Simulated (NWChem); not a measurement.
Species: selenophene (C4H4Se); SMILES [se]1cccc1

```xyz
9

C      0.0000     0.7145    -1.6773
C      0.0000    -0.7145    -1.6773
C      0.0000    -1.2837    -0.4355
Se     0.0000     0.0000     0.9017
C      0.0000     1.2837    -0.4355
H      0.0000     1.3077    -2.5944
H      0.0000    -1.3077    -2.5944
H      0.0000    -2.3461    -0.1936
H      0.0000     2.3461    -0.1936
```
Atoms are numbered in this order, from 1.

All runs: NWChem. Pople sets run with spherical d functions. Structure relaxed at the PBE0/def2-SVP level. GIAO values for the isolated, static molecule; σ is the absolute isotropic shielding. Spin-orbit effects, on the heavy nuclei and on their neighbours, are missing.

```json
[
 {"level": "B3LYP/6-31G*", "basis functions": "96", "σ C1 (ppm)": "70.5", "σ C3 (ppm)": "60.5", "σ Se4 (ppm)": "1360.2", "σ H6 (ppm)": "25.17", "σ H8 (ppm)": "24.84"},
 {"level": "B3LYP/6-311G**", "basis functions": "140", "σ C1 (ppm)": "51.0", "σ C3 (ppm)": "42.3", "σ Se4 (ppm)": "1125.5", "σ H6 (ppm)": "24.63", "σ H8 (ppm)": "24.19"},
 {"level": "B3LYP/def2-SVP", "basis functions": "108", "σ C1 (ppm)": "66.5", "σ C3 (ppm)": "55.6", "σ Se4 (ppm)": "1231.4", "σ H6 (ppm)": "24.58", "σ H8 (ppm)": "24.17"},
 {"level": "B3LYP/def2-TZVP", "basis functions": "196", "σ C1 (ppm)": "___", "σ C3 (ppm)": "___", "σ Se4 (ppm)": "___", "σ H6 (ppm)": "___", "σ H8 (ppm)": "___"}
]
```

Some entries are withheld; supply them.


- B3LYP/def2-TZVP, σ C1 (ppm): 50.1
- B3LYP/def2-TZVP, σ C3 (ppm): 40.2
- B3LYP/def2-TZVP, σ Se4 (ppm): 1182.7
- B3LYP/def2-TZVP, σ H6 (ppm): 24.38
- B3LYP/def2-TZVP, σ H8 (ppm): 23.87
